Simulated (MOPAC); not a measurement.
Input file for MOPAC: AM1 on H4Se2Si (SMILES [SiH3][Se][SeH]), a point of a torsion scan.

```
AM1 1SCF PRECISE CHARGE=0 THREADS=1
H4Se2Si

Si    -1.01378303 1    -0.16476282 1     0.04906953 1
Se     0.39441223 1     1.61827298 1    -0.28479244 1
Se     2.47346929 1     0.60035252 1     0.08692769 1
H     -0.65954704 1    -1.21486681 1    -0.90540880 1
H     -2.32528555 1     0.41562127 1    -0.18888634 1
H     -0.83053728 1    -0.64683219 1     1.41771575 1
H      1.96405518 1    -0.73073391 1     0.37014668 1
```

It printed:

```
*******************************************************************************
 **                                                                           **
 **                              MOPAC v23.2.5                                **
 **                                                                           **
 *******************************************************************************
 ** MOPAC's Digital Object Identifier: https://doi.org/10.5281/zenodo.6511958 **
 **                                                                           **
 ** Please cite the open-source release paper for use of this MOPAC version:  **
 ** J. E. Moussa and J. J. P. Stewart (2026)                                  **
 ** MOPAC: An open-source semiempirical molecular orbital program             **
 ** J. Open Source Softw., 11(119), 8025, https://doi.org/10.21105/joss.08025 **
 *******************************************************************************

                              AM1 CALCULATION RESULTS

 *******************************************************************************
 *  AM1        - The AM1 Hamiltonian to be used
 *
 *
 *
 *                 CHARGE ON SYSTEM = 0
 *
 *
 *
 *  PRECISE    - TIGHTER CRITERIA TO BE USED
 *  1SCF       - DO 1 SCF AND THEN STOP
 *  THREADS=1  - MULTI-THREADING NOT USED
 *  T=         - A TIME OF 172800.0 SECONDS REQUESTED
 *  DUMP=N     - RESTART FILE WRITTEN EVERY 7200.0 SECONDS REQUESTED
 *******************************************************************************
AM1 1SCF PRECISE CHARGE=0 THREADS=1
 H4Se2Si

   ATOM   CHEMICAL          X               Y               Z
  NUMBER   SYMBOL      (ANGSTROMS)     (ANGSTROMS)     (ANGSTROMS)

     1      Si         -1.01378303  *  -0.16476282  *   0.04906953  *
     2      Se          0.39441223  *   1.61827298  *  -0.28479244  *
     3      Se          2.47346929  *   0.60035252  *   0.08692769  *
     4       H         -0.65954704  *  -1.21486681  *  -0.90540880  *
     5       H         -2.32528555  *   0.41562127  *  -0.18888634  *
     6       H         -0.83053728  *  -0.64683219  *   1.41771575  *
     7       H          1.96405518  *  -0.73073391  *   0.37014668  *



          CARTESIAN COORDINATES

    NO.       ATOM           X           Y           Z

     1        Si         -1.0138     -0.1648      0.0491
     2        Se          0.3944      1.6183     -0.2848
     3        Se          2.4735      0.6004      0.0869
     4         H         -0.6595     -1.2149     -0.9054
     5         H         -2.3253      0.4156     -0.1889
     6         H         -0.8305     -0.6468      1.4177
     7         H          1.9641     -0.7307      0.3701

  H: (AM1): M.J.S. DEWAR ET AL, J. AM. CHEM. SOC. 107 3902-3909 (1985)
 Si: (AM1): M.J.S.DEWAR, C. JIE, ORGANOMETALLICS, 6, 1486-1490 (1987).
 Se: (AM1): J. J. P. STEWART, J. MOL. MOD., 10, 155-164 (2004)

           Empirical Formula: H4 Si Se2  =     7 atoms



      MOLECULAR POINT GROUP   :   Cs


      RHF CALCULATION, NO. OF DOUBLY OCCUPIED LEVELS = 10


 -------------------------------------------------------------------------------
 AM1 1SCF PRECISE CHARGE=0 THREADS=1
 H4Se2Si



     1SCF WAS SPECIFIED, SO BFGS WAS NOT USED
     SCF FIELD WAS ACHIEVED


                              AM1 CALCULATION
                                                       MOPAC v23.2.5 Linux




          FINAL HEAT OF FORMATION =         25.06786 KCAL/MOL =     104.88394 KJ/MOL


          COSMO AREA              =        133.53 SQUARE ANGSTROMS
          COSMO VOLUME            =        128.72 CUBIC ANGSTROMS

          IONIZATION POTENTIAL    =          7.729332 EV
          HOMO LUMO ENERGIES (EV) =         -7.729 -2.691
          NO. OF FILLED LEVELS    =         10
          MOLECULAR WEIGHT        =        190.0371         POINT GROUP:  Cs

          MOLECULAR DIMENSIONS (Angstroms)

            Atom       Atom       Distance
            H     5   Se     3     4.81022
           Se     2    H     4     2.84476
            H     6   Se     2     2.17184


          SCF CALCULATIONS        =          1





   ATOM   CHEMICAL          X               Y               Z
  NUMBER   SYMBOL      (ANGSTROMS)     (ANGSTROMS)     (ANGSTROMS)

     1      Si         -1.01378303  *  -0.16476282  *   0.04906953  *
     2      Se          0.39441223  *   1.61827298  *  -0.28479244  *
     3      Se          2.47346929  *   0.60035252  *   0.08692769  *
     4       H         -0.65954704  *  -1.21486681  *  -0.90540880  *
     5       H         -2.32528555  *   0.41562127  *  -0.18888634  *
     6       H         -0.83053728  *  -0.64683219  *   1.41771575  *
     7       H          1.96405518  *  -0.73073391  *   0.37014668  *

                             CARTESIAN COORDINATES

   1   Si       -1.013783030    -0.164762820     0.049069530
   2   Se        0.394412230     1.618272980    -0.284792440
   3   Se        2.473469290     0.600352520     0.086927690
   4    H       -0.659547040    -1.214866810    -0.905408800
   5    H       -2.325285550     0.415621270    -0.188886340
   6    H       -0.830537280    -0.646832190     1.417715750
   7    H        1.964055180    -0.730733910     0.370146680


           Empirical Formula: H4 Si Se2  =     7 atoms



      MOLECULAR POINT GROUP   :   Cs


                  EIGENVALUES
 -21.05997 -19.35655 -16.10290 -13.38082 -13.07375 -12.98827 -11.00787 -10.86508
  -9.22562  -7.72933  -2.69092  -1.91852   0.08424   1.07006   1.13766   1.44619


              NET ATOMIC CHARGES AND DIPOLE CONTRIBUTIONS

  ATOM NO.   TYPE          CHARGE      No. of ELECS.   s-Pop       p-Pop
    1         Si           0.526047        3.4740     0.89999     2.57397
    2         Se          -0.212317        6.2123     1.98677     4.22554
    3         Se           0.100916        5.8991     1.97423     3.92485
    4          H          -0.131110        1.1311     1.13111
    5          H          -0.117117        1.1171     1.11712
    6          H          -0.130962        1.1310     1.13096
    7          H          -0.035457        1.0355     1.03546
 DIPOLE           X         Y         Z       TOTAL
 POINT-CHG.     0.147    -0.713     0.178     0.749
 HYBRID        -0.567    -1.017     0.205     1.183
 SUM           -0.421    -1.730     0.383     1.821


          ATOMIC ORBITAL ELECTRON POPULATIONS

     Atom    s        px        py        pz
    1 Si   0.89999   0.86816   0.83589   0.86991
    2 Se   1.98677   1.13576   1.15796   1.93181
    3 Se   1.97423   0.94298   1.03969   1.94218
    4  H   1.13111
    5  H   1.11712
    6  H   1.13096
    7  H   1.03546

 **********************
 *                    *
 * JOB ENDED NORMALLY *
 *                    *
 **********************




 == MOPAC DONE ==
```

The run finished.

Cost: roughly 0.04 core-seconds.
